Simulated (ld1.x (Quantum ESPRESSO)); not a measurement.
## P: ultrasoft pseudisation with LDA (PZ), scalar-relativistic reference atom.

- Element: P (Z = 15)
- Generator: ld1.x (Quantum ESPRESSO) 7.5
- Type: ultrasoft
- Functional: LDA (PZ)
- Relativity: scalar-relativistic
- Frozen core: [Ne]
- Valence charge: 5
- Reference configuration: 3s2 3p3
- Partial waves: 3s (bound): rcut 1.55, rcutus 1.75 bohr; 3s channel at 2.15 Ry: rcut 1.55, rcutus 1.75 bohr; 3p (bound): rcut 1.65, rcutus 1.80 bohr; 3p channel at -0.1 Ry: rcut 1.65, rcutus 1.80 bohr; 3d channel at 0.15 Ry: rcut 1.40, rcutus 1.85 bohr; 3d channel at 2.05 Ry: rcut 1.40, rcutus 1.85 bohr
- Local potential: all-electron potential smoothed inside 1.80 bohr (lloc = -1)
- Core correction: a·sin(br)/r model core inside 0.95 bohr
- Augmentation charge: PSQ, inside the norm-conserving radii

Problem. Does the generator finish with these settings?

Solution. Yes, a potential is produced and its reference levels are reproduced.

Problem. Estimate the cutoffs (Ry, on a coarse ladder) from which the occupation-weighted sum of valence levels, in a spherical-Bessel basis at the reference potential, stays within 10 and 1 mRy of its value at 400 Ry.

Solution. 15 Ry and 21 Ry.

Problem. Does the potential have ghost states?

Solution. No extra level below or beside the all-electron valence levels (s, p, d, f tested).

Problem. Is the overlap operator S = 1 + Σ q|β⟩⟨β| positive definite (Bessel basis up to 400 Ry)?

Solution. Yes: its lowest eigenvalue is 0.45 (s channel).

Problem. Which valence shell sets the plane-wave cutoff?

Solution. 3p: its level needs 18 Ry to come within 1 mRy, against 6 Ry for 3s.

Problem. Tests: 3s2 3p2; 3s2 3p1; 3s2 3p0; 3s1 3p3; 3s1 3p4; 3s2 3p3.3; 3s0 3p5. Which has the largest error in its energy relative to the reference configuration, and how large is it?

Solution. 3s2 3p0, with -7.7 meV (all-electron minus pseudo) on +58.96 eV.
